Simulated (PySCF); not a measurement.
H$_{3}$Ga, charge +1, doublet, geometry from GFN2-xTB (such geometries of metal compounds can be far from the true shape) (a state made from the parent by changing its charge; the spin is typed, not shown lowest); PBE/6-31G** (PySCF).

The PySCF input:
```python
from pyscf import gto, scf, dft

mol = gto.Mole()
mol.atom = '''
    Ga    0.000000    0.000000    0.000000
    H     0.704732   -0.454616    1.439468
    H    -0.320110    1.607198   -0.299727
    H    -0.384623   -1.152582   -1.139742
'''
mol.basis = '6-31g**'
mol.charge = 1
mol.spin = 1
mol.verbose = 4
mol.build()

mf = dft.UKS(mol)
mf.xc = 'pbe'
mf.kernel()
mf.analyze()
```

Output, abridged:

```
PySCF version 2.14.0

[INPUT] verbose = 4
[INPUT] num. atoms = 4
[INPUT] num. electrons = 33
[INPUT] charge = 1
[INPUT] spin (= nelec alpha-beta = 2S) = 1
[INPUT] symmetry False subgroup None
[INPUT] Mole.unit = angstrom
[INPUT] Symbol           X                Y                Z      unit          X                Y                Z       unit  Magmom
[...]
nuclear repulsion = 30.0909521808403
number of shells = 21
number of NR pGTOs = 116
number of NR cGTOs = 47
basis = 6-31g**
ecp = {}

******** <class 'pyscf.dft.uks.UKS'> ********
method = UKS
initial guess = minao
damping factor = 0
level_shift factor = 0
DIIS = <class 'pyscf.scf.diis.CDIIS'>
diis_start_cycle = 1
diis_space = 8
diis_damp = 0
SCF conv_tol = 1e-09
SCF conv_tol_grad = None
SCF max_cycles = 50
direct_scf = True
direct_scf_tol = 1e-13
number electrons alpha = 17  beta = 16
XC library pyscf.dft.libxc version 7.1.2
    S. Lehtola, C. Steigemann, M. J. T. Oliveira, and M. A. L. Marques,  SoftwareX 7, 1–5 (2018)
XC functionals = pbe
    J. P. Perdew, K. Burke, and M. Ernzerhof,  Phys. Rev. Lett. 77, 3865 (1996)
    J. P. Perdew, K. Burke, and M. Ernzerhof,  Phys. Rev. Lett. 78, 1396 (1997)
    J. P. Perdew, K. Burke, and M. Ernzerhof,  Phys. Rev. Lett. 77, 3865 (1996)
    J. P. Perdew, K. Burke, and M. Ernzerhof,  Phys. Rev. Lett. 78, 1396 (1997)
radial grids:
    Treutler-Ahlrichs [JCP 102, 346 (1995); DOI:10.1063/1.469408] (M4) radial grids

becke partition: Becke, JCP 88, 2547 (1988); DOI:10.1063/1.454033
pruning grids: <function nwchem_prune>
grids dens level: 3
symmetrized grids: False
atomic radii adjust function: <function treutler_atomic_radii_adjust>
small_rho_cutoff = 0
Set gradient conv threshold to 3.16228e-05
tot grids = 50328
init E= -1925.32920219171

cycle= 1 E= -1925.56268482502  delta_E= -0.233  |g|= 0.502  |ddm|= 1.18
cycle= 2 E= -1925.43053299362  delta_E= 0.132  |g|= 0.786  |ddm|=  1.1
cycle= 3 E= -1925.61816473052  delta_E= -0.188  |g|= 0.118  |ddm|= 0.91
cycle= 4 E= -1925.59038563632  delta_E= 0.0278  |g|= 0.178  |ddm|= 0.766
cycle= 5 E= -1925.61436523989  delta_E= -0.024  |g|= 0.123  |ddm|= 0.123
cycle= 6 E= -1925.62055502601  delta_E= -0.00619  |g|= 0.101  |ddm|= 0.558
cycle= 7 E= -1925.61445776371  delta_E= 0.0061  |g|= 0.123  |ddm|= 0.724
cycle= 8 E= -1925.61624562307  delta_E= -0.00179  |g|= 0.115  |ddm|= 0.274
cycle= 9 E= -1925.61623358679  delta_E= 1.2e-05  |g|= 0.115  |ddm|= 0.00951
cycle= 10 E= -1925.61630006426  delta_E= -6.65e-05  |g|= 0.114  |ddm|= 0.00984
[...]
SCF not converged.
Total Energy =                       -1925.618806248618512
[...]
spin_pop of  0 Ga 1s       -0.00000
spin_pop of  0 Ga 2s       -0.00000
spin_pop of  0 Ga 3s       -0.00018
spin_pop of  0 Ga 4s       -0.06021
spin_pop of  0 Ga 5s        0.00050
spin_pop of  0 Ga 2px       0.00000
spin_pop of  0 Ga 2py       0.00000
spin_pop of  0 Ga 2pz       0.00000
spin_pop of  0 Ga 3px       0.00000
spin_pop of  0 Ga 3py       0.00002
spin_pop of  0 Ga 3pz       0.00001
spin_pop of  0 Ga 4px       0.03647
spin_pop of  0 Ga 4py       0.19830
spin_pop of  0 Ga 4pz       0.07296
spin_pop of  0 Ga 5px       0.00151
spin_pop of  0 Ga 5py       0.00822
spin_pop of  0 Ga 5pz       0.00385
spin_pop of  0 Ga 3dxy     -0.00005
spin_pop of  0 Ga 3dyz     -0.00013
spin_pop of  0 Ga 3dz^2     0.00074
spin_pop of  0 Ga 3dxz      0.00015
spin_pop of  0 Ga 3dx2-y2    0.00044
spin_pop of  0 Ga 4dxy      0.00006
spin_pop of  0 Ga 4dyz      0.00009
spin_pop of  0 Ga 4dz^2     0.00111
spin_pop of  0 Ga 4dxz      0.00043
spin_pop of  0 Ga 4dx2-y2    0.00079
spin_pop of  0 Ga 5dxy      0.00004
spin_pop of  0 Ga 5dyz      0.00005
spin_pop of  0 Ga 5dz^2     0.00046
spin_pop of  0 Ga 5dxz      0.00021
spin_pop of  0 Ga 5dx2-y2    0.00035
spin_pop of  1 H 1s        0.29965
spin_pop of  1 H 2s        0.00088
spin_pop of  1 H 2px       0.00013
spin_pop of  1 H 2py       0.00007
spin_pop of  1 H 2pz       0.00052
spin_pop of  2 H 1s        0.35286
spin_pop of  2 H 2s        0.00102
spin_pop of  2 H 2px       0.00004
spin_pop of  2 H 2py       0.00076
spin_pop of  2 H 2pz       0.00003
spin_pop of  3 H 1s        0.07733
spin_pop of  3 H 2s        0.00036
spin_pop of  3 H 2px       0.00001
spin_pop of  3 H 2py       0.00012
spin_pop of  3 H 2pz       0.00008
 ** Mulliken Spin Density (per atom)  **
spin density of  0 Ga =      0.26616
spin density of  1 H =      0.30124
spin density of  2 H =      0.35471
spin density of  3 H =      0.07789
 ** Mulliken pop alpha/beta on meta-lowdin orthogonal AOs **
 ** Mulliken pop       alpha | beta **
In total            17.00000 | 16.00000
 ** Mulliken atomic charges   ( Nelec_alpha | Nelec_beta ) **
charge of  0Ga =      0.53396  (    15.36610     15.09994 )
charge of  1H =      0.22159  (     0.53982      0.23858 )
charge of  2H =      0.29620  (     0.52925      0.17455 )
charge of  3H =     -0.05176  (     0.56482      0.48693 )

WARN: System has nonzero charge 1; the dipole moment is origin-dependent.
Location of origin: [0. 0. 0.]

Dipole moment(X, Y, Z, Debye):  0.43457,  2.36915,  1.55747
```

The run did not converge; its last values are not results.
